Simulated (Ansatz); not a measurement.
Two isomers of CH9GeNSi: A = `[CH3][GeH2][NH][SiH3]`, B = `[CH3][GeH]([NH2])[SiH3]`.

Gas-phase electronic energies from Ansatz, PBE0-D4/def2-TZVP geometries. CCSD(T)/CBS adds triple-zeta CCSD(T) − MP2 to the extrapolated MP2 energy (def2 sets, frozen cores). DFT in def2-TZVPP. B3LYP here is the variant with VWN-RPA as its local correlation; programs differ in this. For Ge outer-core shells are correlated without core-valence functions, which leaves a few kJ/mol of doubt a bond. Scalar relativity is left out up to krypton. One conformer a species, not always the lowest.

Which is lower in electronic energy at CCSD(T)/CBS, and by how much? (Estimate.)

Ansatz gave: A, by 10.4 kcal/mol.

Give E(B) − E(A) in kcal/mol with PBE0-D4, PBE-D4, CCSD(T)/def2-SVP, B2PLYP, HF/def2-TZVPP, LDA (SPW92), B3LYP-D4. (Estimate.)

Computed: PBE0-D4 7.4, PBE-D4 5.5, CCSD(T)/def2-SVP 11.2, B2PLYP 10.4, HF/def2-TZVPP 14.6, LDA (SPW92) 7.0, B3LYP-D4 9.6. None reverses the order clearly.

Does the order hold for the free energy at 298.15 K (harmonic terms from PBE0-D4)? (An estimate is asked.)

Ansatz gave: Yes: G(B) − G(A) = +12.0 kcal/mol, for one conformer each. Modes under 60 cm⁻¹, often nearly free rotors, make the harmonic entropy too high.

Largest T1 diagnostic: 0.011.

In def2-TZVPP, CCSD(T) changes the Hartree–Fock value by −4.3 kcal/mol (the triples alone add −0.6 kcal/mol) and MP2 by −3.0 kcal/mol. From r2SCAN to r2SCAN0 (25 % exact exchange), in def2-TZVPP and without D4, E(B) − E(A) moves by +1.0 kcal/mol.
